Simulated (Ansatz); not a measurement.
```
atom    x (Å)    y (Å)    z (Å)
   B   1.2200   0.0000   0.0000
   B  -1.2200   0.0000   0.0000
   B   0.0000   1.2322   0.0000
   B   0.0000  -1.2322   0.0000
   B   0.0000   0.0000   1.2200
   B   0.0000   0.0000  -1.2200
   H   2.4300   0.0000   0.0000
   H  -2.4300   0.0000   0.0000
   H   0.0000   2.4543   0.0000
   H   0.0000  -2.4543   0.0000
   H   0.0000   0.0000   2.4300
   H   0.0000   0.0000  -2.4300
```

RHF on singlet B6H6(2-) was run in several spherical basis sets with Ansatz (development build ahead of 0.2.0). Caution: no diffuse functions for an anion; other spin multiplicities were not run. Caution for RHF: no unrestricted run beside it, a lower state can exist.

Question: Rank the basis sets by the total energy that they give, lowest first, with the distance from the lowest.
A. def2-SVP
B. 6-31G
C. 6-31++G(d,p)

Answer: C (0.00 eV), B (2.96 eV), A (3.19 eV).

Totals follow the description of the cores as much as that of the bonds, so this order isn't one of quality for chemistry.
